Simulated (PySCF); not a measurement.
SnF3Cl, SMILES [F][Sn]([Cl])([F])[F]. Atoms are numbered in the order given.

```xyz
5

F     -1.5442    -0.8916     0.9182
Sn     0.0000     0.0000     0.2162
F      1.5442    -0.8916     0.9182
F      0.0000     1.7831     0.9182
Cl     0.0000     0.0000    -2.0941
```

The structure is a stationary point at B3LYP-D3(BJ)/def2-SVP. The def2 effective core potentials stand for the cores of Sn; spin–orbit coupling is left out.

These are M06-2X/def2-TZVP (PySCF) values and carry that method's errors.

Symmetry labels are those of the subgroup Cs that the program uses (full group C3v).

### Question
List the valence orbital energies around the gap with their symmetry. (An estimate is asked for; the answer gives what the named calculation found.)

### Answer

```csv
orbital,symmetry,energy (eV)
HOMO−7,A",-14.52
HOMO−6,A',-14.52
HOMO−5,A",-14.30
HOMO−4,A',-14.29
HOMO−3,A",-14.29
HOMO−2,A',-13.29
HOMO−1,A',-12.05
HOMO,A",-12.05
LUMO,A',-2.77
LUMO+1,A",0.38
LUMO+2,A',0.38
LUMO+3,A',0.95
```
